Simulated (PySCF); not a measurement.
Vibration and rotation of GeTe⁺

B97-3 constants of GeTe⁺, ²Π (doublet), unpaired electrons π ↑ (PySCF, scalar-relativistic core potentials, basis sets Ge def2-TZVPPD, Te def2-TZVPPD with ECP28; masses 73.9212 and 129.9062 u):

| Property | Result |
| --- | --- |
| ωe | 266.2 cm⁻¹ |
| ωexe | 0.536 cm⁻¹ |
| Be | 0.057124 cm⁻¹ |
| αe | 0.000155 cm⁻¹ |
| De to Ge⁺ + Te | 3.30 eV |

What force constant and bond length do these constants imply?

Reduced mass μred = 47.113 u; k = 5.8918×10⁻⁷·μred·ωe² (u, cm⁻¹, mdyn/Å) = 1.97 mdyn/Å; Re = √(16.8576/(μred·Be)) (u, cm⁻¹, Å) = 2.503 Å.

Estimate the centrifugal constant D from the Kratzer relation and find the Dunham coefficient a1.

D = 4Be³/ωe² = 1.05e-08 cm⁻¹; a1 = −1 − αeωe/(6Be²) = -3.11.

These are scalar-relativistic numbers at best; spin–orbit coupling would shift them, the dissociation energy most. For an ion De counts to the pair picked by the measured ionisation energies or electron affinities, which need not be the lowest pair at this level. The state was picked by a PBE0 search and need not be the measured ground state.
